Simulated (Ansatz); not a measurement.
C3H8Te can be A, `CCC[TeH]`, or B, `CC(C)[TeH]`.

Calculated with Ansatz (gas phase, PBE0-D4/def2-TZVP geometries, no zero-point term in ΔE). CCSD(T)/CBS is the MP2 limit (def2-TZVPP, def2-QZVPP) plus CCSD(T) − MP2 in def2-TZVPP, frozen cores. Functionals use def2-TZVPP. Elements past krypton have def2 core potentials. For Te outer-core shells are correlated without core-valence functions, which leaves a few kJ/mol of doubt a bond. Each species was taken in one conformer, which may not be the lowest.

Q: Which is lower in electronic energy at CCSD(T)/CBS, and by how much? (Estimate.)

A: Ansatz gave: B, by 1.3 kcal/mol.

Q: Give E(B) − E(A) in kcal/mol with PBE-D4, B2PLYP, PBE0-D4, HF/def2-TZVPP, MP2/def2-TZVPP, CCSD(T)/def2-TZVPP, r2SCAN-D4. (Best estimate.)

A: Ansatz gave: PBE-D4 -1.2, B2PLYP -0.7, PBE0-D4 -0.9, HF/def2-TZVPP 0.7, MP2/def2-TZVPP -1.8, CCSD(T)/def2-TZVPP -1.2, r2SCAN-D4 -1.2. The order is the other way round with HF/def2-TZVPP.

Largest T1 diagnostic: 0.010.

The D4 term adds −0.9 kcal/mol with B3LYP and −0.5 kcal/mol with PBE0; it sums over pairs of atoms, weighted by their polarisabilities, and B3LYP, whose exchange is more repulsive, gets the larger term. In def2-TZVPP, CCSD(T) changes the Hartree–Fock value by −1.9 kcal/mol (the triples alone add −0.4 kcal/mol) and MP2 by −2.5 kcal/mol.

B3LYP here is the variant with VWN-RPA as its local correlation; programs differ in this.
